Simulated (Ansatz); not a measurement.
Cartesian coordinates in Å:
```
C 1.212 -2.330 -1.360
N 0.207 -1.293 -1.365
C -0.878 -1.561 -2.269
Zr 0.673 0.284 -0.186
Cl 2.829 1.195 -0.783
N -0.780 1.676 -0.397
C -0.826 2.257 -1.718
C -1.723 2.265 0.514
N 0.668 -0.346 1.737
C 0.438 -1.620 2.361
C 1.057 0.684 2.672
H 0.802 -3.296 -1.032
H 2.035 -2.079 -0.675
H 1.661 -2.473 -2.353
H -1.607 -0.748 -2.243
H -0.527 -1.673 -3.306
H -1.404 -2.490 -2.003
H -0.077 1.797 -2.378
H -1.807 2.115 -2.195
H -0.612 3.335 -1.701
H -2.757 2.136 0.163
H -1.554 3.345 0.634
H -1.646 1.799 1.499
H -0.372 -1.565 3.103
H 1.334 -1.984 2.885
H 0.155 -2.365 1.614
H 0.274 0.874 3.421
H 1.245 1.636 2.156
H 1.981 0.427 3.207
```

Total charge 0; spin multiplicity 1. Zr: def2 effective core potential.

Problem. List the ωB97M-V/def2-TZVPP orbital energies in eV (the Gaussian-basis code of Ansatz). (An estimate is asked.)

Solution. Computed: Occupied: -2770.58, -394.12, -394.12, -394.12, -282.18, -282.17, -282.17, -281.99, -281.99, -281.99, -260.98, -198.39, -198.36, -198.36, -60.98, -37.42, -37.42, -37.27, -27.62, -27.42, -27.42, -23.92, -22.65, -22.64, -22.55, -19.64, -19.58, -19.58, -15.88, -15.52, -15.51, -15.33, -15.33, -15.33, -15.03, -15.03, -14.91, -13.49, -13.44, -13.44, -12.88, -12.88, -12.79, -11.58, -11.58, -11.58, -11.04, -10.68, -10.68, -8.76, -8.76, -8.69. Lowest empty: 1.20, 1.50, 1.51, 1.62, 1.95, 1.95, 2.90, 3.05.
